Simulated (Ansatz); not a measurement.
Program: Ansatz. Geometries: PBE0-D4/def2-TZVP. ΔE: electronic, gas phase. CCSD(T)/CBS adds triple-zeta CCSD(T) − MP2 to the extrapolated MP2 energy (def2 sets, frozen cores). For Ga outer-core shells are correlated without core-valence functions, which leaves a few kJ/mol of doubt a bond. Scalar relativity is left out up to krypton. Each species was taken in one conformer, which may not be the lowest.

`[GaH2][C]1=NC1` + `[SiH3]CS` → `[SiH3]C[S][GaH2]` + `C1=NC1`  (ligand exchange at a Ga–C bond)

```csv
species,MP2/def2-TZVPP energy (Eh)
`[GaH2][C]1=NC1`,-2056.45973
`[SiH3]CS`,-728.34467
`[SiH3]C[S][GaH2]`,-2652.42273
`C1=NC1`,-132.41265
```

Problem. Work out ΔE.

Solution. ΔE = (-2652.42273) + (-132.41265) − (-2056.45973) − (-728.34467) = -0.03098 Eh = -81.3 kJ/mol. CCSD(T)/CBS gives -83.5 kJ/mol.

Largest T1 diagnostic among the species: 0.013.

The D4 term adds −6.2 kJ/mol with B3LYP and −3.4 kJ/mol with PBE0; it sums over pairs of atoms, weighted by their polarisabilities, and B3LYP, whose exchange is more repulsive, gets the larger term. Leaving LDA and LC-ωPBE aside and taking each functional with its dispersion term where it has one, the values, not all of them listed here, spread over 6.4 kJ/mol, from BHLYP-D4 to ωB97X-V. LDA lies −5.4 kJ/mol from PBE without D4.

B3LYP here is the variant with VWN-RPA as its local correlation; programs differ in this.
